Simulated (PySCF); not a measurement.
Correlation energy of Co⁺ (cobalt, charge +1)

[Ar] 3d7 4p1, one real determinant (an excited configuration). Calculation: PySCF 2.14, in x2c-TZVPPall with one added diffuse shell each of s, p, d, f type (7s6p5d3f1g, 80 functions); the spin-free X2C one-electron Hamiltonian (Gaussian nucleus). Frozen: [Ar]; 8 electrons correlated.

```json
{"level": "CCSD", "correlation energy (mhartree)": "-195.25"}
{"level": "(T)", "correlation energy (mhartree)": "-4.96"}
{"level": "CCSD(T)", "correlation energy (mhartree)": "-200.21"}
```

Diagnostics: T1 = 0.013, D1 = 0.0377, largest double amplitude 0.033.

The real determinant used has ⟨L²⟩ near 14 against 20 for a pure G term, so it mixes terms.

Cost of the coupled-cluster step: roughly 27 core-seconds, for 8 correlated electrons.

Iterations:

```
CC2 = 0
CCSD nocc = (np.int64(6), np.int64(2)), nmo = (71, 71)
frozen orbitals [[0, 1, 2, 3, 4, 5, 6, 7, 8], [0, 1, 2, 3, 4, 5, 6, 7, 8]]
max_cycle = 100
direct = 0
conv_tol = 1e-08
conv_tol_normt = 1e-06
diis_space = 8
diis_start_cycle = 0
Init t2, MP2 energy = -0.19552873360306
Init E_corr(UCCSD) = -0.195528733603522
cycle = 1  E_corr(UCCSD) = -0.191601939999896  dE = 0.0039267936  norm(t1,t2) = 0.0427447
cycle = 2  E_corr(UCCSD) = -0.194287186483492  dE = -0.00268524648  norm(t1,t2) = 0.0163527
cycle = 3  E_corr(UCCSD) = -0.194517094578715  dE = -0.000229908095  norm(t1,t2) = 0.00932148
cycle = 4  E_corr(UCCSD) = -0.195140143474909  dE = -0.000623048896  norm(t1,t2) = 0.00500175
cycle = 5  E_corr(UCCSD) = -0.195182334404534  dE = -4.21909296e-05  norm(t1,t2) = 0.00247313
cycle = 6  E_corr(UCCSD) = -0.19519400972238  dE = -1.16753178e-05  norm(t1,t2) = 0.00154897
cycle = 7  E_corr(UCCSD) = -0.195237354888285  dE = -4.33451659e-05  norm(t1,t2) = 0.00113301
cycle = 8  E_corr(UCCSD) = -0.195240889200371  dE = -3.53431209e-06  norm(t1,t2) = 0.000728577
cycle = 9  E_corr(UCCSD) = -0.195240873660682  dE = 1.55396894e-08  norm(t1,t2) = 0.000827884
cycle = 10  E_corr(UCCSD) = -0.195236944567752  dE = 3.92909293e-06  norm(t1,t2) = 0.000838043
cycle = 11  E_corr(UCCSD) = -0.195241213665996  dE = -4.26909824e-06  norm(t1,t2) = 0.00042205
cycle = 12  E_corr(UCCSD) = -0.195249589766757  dE = -8.37610076e-06  norm(t1,t2) = 0.000328628
cycle = 13  E_corr(UCCSD) = -0.195248985566049  dE = 6.04200708e-07  norm(t1,t2) = 0.000188183
cycle = 14  E_corr(UCCSD) = -0.195249104622634  dE = -1.19056584e-07  norm(t1,t2) = 0.000137623
cycle = 15  E_corr(UCCSD) = -0.195248069464393  dE = 1.03515824e-06  norm(t1,t2) = 8.73414e-05
cycle = 16  E_corr(UCCSD) = -0.195248758203165  dE = -6.88738772e-07  norm(t1,t2) = 5.97274e-05
cycle = 17  E_corr(UCCSD) = -0.195249625877334  dE = -8.67674169e-07  norm(t1,t2) = 4.2761e-05
cycle = 18  E_corr(UCCSD) = -0.195249985712729  dE = -3.59835395e-07  norm(t1,t2) = 3.37806e-05
cycle = 19  E_corr(UCCSD) = -0.195250043332691  dE = -5.76199626e-08  norm(t1,t2) = 6.11443e-05
cycle = 20  E_corr(UCCSD) = -0.195250323593816  dE = -2.80261125e-07  norm(t1,t2) = 3.10538e-05
cycle = 21  E_corr(UCCSD) = -0.195250131202077  dE = 1.92391739e-07  norm(t1,t2) = 1.73066e-05
cycle = 22  E_corr(UCCSD) = -0.195250150519342  dE = -1.93172644e-08  norm(t1,t2) = 1.18555e-05
cycle = 23  E_corr(UCCSD) = -0.195250184011836  dE = -3.34924942e-08  norm(t1,t2) = 8.87816e-06
cycle = 24  E_corr(UCCSD) = -0.195250252708195  dE = -6.86963587e-08  norm(t1,t2) = 6.34068e-06
cycle = 25  E_corr(UCCSD) = -0.195250295963042  dE = -4.32548469e-08  norm(t1,t2) = 5.00947e-06
cycle = 26  E_corr(UCCSD) = -0.195250270125384  dE = 2.58376579e-08  norm(t1,t2) = 3.93885e-06
cycle = 27  E_corr(UCCSD) = -0.195250282190913  dE = -1.20655292e-08  norm(t1,t2) = 2.85366e-06
cycle = 28  E_corr(UCCSD) = -0.195250281577391  dE = 6.1352215e-10  norm(t1,t2) = 3.7073e-06
cycle = 29  E_corr(UCCSD) = -0.19525029752806  dE = -1.59506695e-08  norm(t1,t2) = 3.21952e-06
cycle = 30  E_corr(UCCSD) = -0.19525032078767  dE = -2.32596096e-08  norm(t1,t2) = 1.44101e-06
cycle = 31  E_corr(UCCSD) = -0.195250350525993  dE = -2.97383236e-08  norm(t1,t2) = 1.17136e-06
cycle = 32  E_corr(UCCSD) = -0.195250355662622  dE = -5.13662862e-09  norm(t1,t2) = 8.24208e-07
UCCSD converged
E(UCCSD) = -1391.635755813651  E_corr = -0.195250355662622
UCCSD(T) correction = -0.00496404485956703
```

The reference is one real determinant that mixes LS terms of this configuration.
